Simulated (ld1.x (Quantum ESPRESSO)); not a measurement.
**Building the RRKJ potential for barium (Ba) (LDA (PZ), scalar-relativistic).**

The input file (ld1.x (Quantum ESPRESSO) 7.5):

```
&input
   title='Ba', zed=56., rel=1, dft='PZ', iswitch=3,
   config='[Xe] 5d0 6s1.75 6p0.25',
   nld=3, rlderiv=4.25, eminld=-5.0, emaxld=5.0, deld=0.02
 /
 &inputp
   pseudotype=2, tm=.false., lloc=2,
   nlcc=.true., new_core_ps=.true., rcore=1.55,
   file_pseudopw='Ba.UPF', file_wfcaegen='ae.wfc', file_wfcncgen='nc.wfc', file_beta='beta', file_chi='chi'
 /
3
5S  1  0   2.00   0.00  2.80  2.80  0.0
5P  2  1   6.00   0.00  2.75  2.75  0.0
5D  3  2   0.00   0.00  3.90  3.90  0.0
 &test
   configts(1)='5s2 5p6 5d0 6s1.75 6p0.25'
 /
```

Command:

```bash
ld1.x < Ba.in > Ba.out
```

Output (shortened: banner, matrices, multipoles, cross overlaps and the repeated all-electron block are left out):

```
[... start of the log left out ...]
      Generating local pot.: lloc=2, matching radius rcloc =   3.9000

      Computing core charge for nlcc:

       r > 1.57 : true rho core
      Core charge pseudized with two Bessel functions
      Integrated core pseudo-charge :  10.29

      Wfc   5S  rcut= 2.786  Estimated cut-off energy=       17.55 Ry
      This function has    0 nodes for 0 < r <    2.786

      Wfc   5P  rcut= 2.717  Estimated cut-off energy=       24.73 Ry
      This function has    0 nodes for 0 < r <    2.717

       Warning: n=2, l=0 expected 1 nodes, found 2
       Setting wfc to zero for this iteration
       (This warning will only be printed once per wavefunction)

     ------------------- End of pseudopotential generation -------------------

     Computing logarithmic derivative in   4.23515
     Message from routine compute phi:
     negative determinant

      ld=  -0.162631 f2ae  0.061255 faenor  0.581707
     Message from routine compute phi:
     negative determinant

      ld=  -0.064144 f2ae -0.043612 faenor  0.473764

 %%%%%%%%%%%%%%%%%%%%%%%%%%%%%%%%%%%%%%%%%%%%%%%%%%%%%%%%%%%%%%%%%%%%%%%%%%%%%%
     Error in routine run_pseudo (1):
     Errors in PS-KS equation
 %%%%%%%%%%%%%%%%%%%%%%%%%%%%%%%%%%%%%%%%%%%%%%%%%%%%%%%%%%%%%%%%%%%%%%%%%%%%%%

     stopping ...
```

The run stopped because the pseudo-atom solver did not find the valence states with the expected number of nodes, which is the usual sign of a ghost state.

The run took about 1 s on one core of a shared server CPU.
